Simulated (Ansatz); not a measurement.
Gas-phase electronic energies from Ansatz, PBE0-D4/def2-TZVP geometries. CBS: MP2 limit from def2 TZ/QZ plus the TZ coupled-cluster correction, frozen cores. DFT in def2-TZVPP. Elements past krypton have def2 core potentials. For Ge, In outer-core shells are correlated without core-valence functions, which leaves a few kJ/mol of doubt a bond. Scalar relativity is left out up to krypton. One conformer a species, not always the lowest.

`[CH3][GeH]([F])[InH2]` + `CCC(C)(C)C(C)C` → `[F][GeH2][InH2]` + `CCC(C)(C)C(C)(C)C`  (formal exchange of groups at a Ge–C bond)

```
         level  ΔE (kcal/mol)  difference from CCSD(T)/CBS
        PBE-D4           11.0                          0.7
    r2SCANh-D4           10.6                          0.3
      PBE-QIDH           10.6                          0.3
       LC-ωPBE           11.3                          1.0
  MP2/def2-SVP            7.0                         -3.3
 CCSD/def2-SVP            7.4                         -2.9
 HF/def2-TZVPP           13.6                          3.3
MP2/def2-TZVPP            9.8                         -0.5
  HF/CBS(def2)           13.3                          3.0
 MP2/CBS(def2)           10.4                          0.1
   CCSD(T)/CBS           10.3                            0
```

Largest T1 diagnostic among the species: 0.013.

At CCSD(T), def2-SVP lies −3.7 kcal/mol from the extrapolated value and def2-TZVPP −0.6 kcal/mol. In def2-TZVPP, CCSD(T) changes the Hartree–Fock value by −3.8 kcal/mol (the triples alone add −0.6 kcal/mol) and MP2 by −3.8 kcal/mol.

CCSD(T)/CBS has its own doubt, a few kJ/mol and more with outer-core shells, so smaller differences from it don't rank the levels.
